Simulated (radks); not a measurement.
Sm4+, 58 electrons, occupied as [Xe] 4f4. Calculated with a radial shooting solver on a logarithmic mesh with Libxc functionals: Dirac Kohn-Sham, OLYP, spin-unpolarised, spherical densities, finite nucleus; open shells are shared between the two j in proportion to 2j + 1; Fermi nuclear charge, rms radius 5.0819 fm. Some entries of the table are withheld. Estimate them.

| orbital | occ. | eigenvalue (eV) | r(max) (bohr) | <r> (bohr) |
|---|---|---|---|---|
| 1s1/2 | 2 | -46673.91 | 0.01449 | (1) |
| 2s1/2 | 2 | -7673.358 | 0.08232 | 0.09650 |
| 2p1/2 | 2 | -7276.854 | 0.06237 | (2) |
| 2p3/2 | 4 | -6674.277 | 0.06801 | (3) |
| 3s1/2 | 2 | -1725.078 | 0.2339 | 0.2545 |
| 3p1/2 | 2 | (4) | 0.2209 | 0.2441 |
| 3p3/2 | 4 | (5) | 0.2329 | 0.2569 |
| 3d3/2 | 4 | -1136.492 | 0.1856 | 0.2285 |
| 3d5/2 | 6 | -1109.943 | 0.1890 | 0.2325 |
| 4s1/2 | 2 | -385.2826 | 0.5388 | 0.5768 |
| 4p1/2 | 2 | -319.6405 | 0.5443 | 0.5901 |
| 4p3/2 | 4 | -292.4843 | 0.5697 | 0.6183 |
| 4d3/2 | 4 | -184.2508 | 0.5799 | (6) |
| 4d5/2 | 6 | -179.3326 | 0.5881 | (7) |
| 5s1/2 | 2 | -87.2385 | 1.229 | 1.341 |
| 5p1/2 | 2 | -68.1165 | 1.325 | 1.469 |
| 5p3/2 | 4 | -63.7360 | 1.389 | 1.540 |
| 4f5/2 | 1.71429 | (8) | 0.5913 | 0.8384 |
| 4f7/2 | 2.28571 | (9) | 0.5956 | 0.8459 |
| 5d3/2 | 0 | (10) | 1.707 | 2.000 |
| 5d5/2 | 0 | (11) | 1.730 | 2.029 |
| 6s1/2 | 0 | -31.8770 | 2.853 | 2.970 |

Answer. 
(1) 1s1/2 <r> (bohr): 0.02275
(2) 2p1/2 <r> (bohr): 0.08074
(3) 2p3/2 <r> (bohr): 0.08736
(4) 3p1/2 eigenvalue (eV): -1554.419
(5) 3p3/2 eigenvalue (eV): -1432.323
(6) 4d3/2 <r> (bohr): 0.6565
(7) 4d5/2 <r> (bohr): 0.6663
(8) 4f5/2 eigenvalue (eV): -52.7062
(9) 4f7/2 eigenvalue (eV): -52.0397
(10) 5d3/2 eigenvalue (eV): -37.2182
(11) 5d5/2 eigenvalue (eV): -36.6984
